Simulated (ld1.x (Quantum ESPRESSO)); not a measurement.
**Transferability test, ultrasoft potential for O**

ld1.x (Quantum ESPRESSO) 7.5 input, shortened:

```
&input
   title='O', zed=8., rel=0, dft='PBE', iswitch=3,
   config='[He] 2s2 2p4'
 /
 &inputp
   pseudotype=3, tm=.true., lloc=-1, rcloc=0.75,
   nlcc=.true., rcore=0.70,
   which_augfun='PSQ', rmatch_augfun_nc=.true.
 /
4
2S  1  0   2.00   0.00  0.60  0.70  0.0
2S  1  0   0.00   1.00  0.60  0.70  0.0
2P  2  1   4.00   0.00  1.35  1.65  0.0
2P  2  1   0.00   2.15  1.35  1.65  0.0
 &test
   configts(1)='2s2 2p4'
 /
```

Energies are relative to the spin-unpolarised reference configuration 2s2 2p4; without spin polarisation the order of configurations can differ from experiment.

Its overlap operator is not positive definite in a basis up to 400 Ry (lowest eigenvalue p -0.93), so the file is unfit for use: the generalised eigenproblem breaks down once the basis is large enough, and its test numbers describe a broken file.

```
valence configuration  charge  ΔE all-electron (eV)  error AE − PS (meV)
              2s2 2p3      +1                16.439                 +109
              2s2 2p2      +2                50.033                 +379
              2s2 2p1      +3               103.905                 +601
              2s1 2p4      +1                31.609                 +121
            2s2 2p4.3    -0.3                -2.125                 +7.3
              2s0 2p6       0                29.828                  +75
              2s1 2p5       0                14.896                  +20
```

Levels in the configuration 2s2 2p3:

```csv
level,all-electron (eV),pseudo (eV)
2s,-39.612,-39.405
2p,-24.457,-24.239
```

The ghost test of this file was not conclusive.
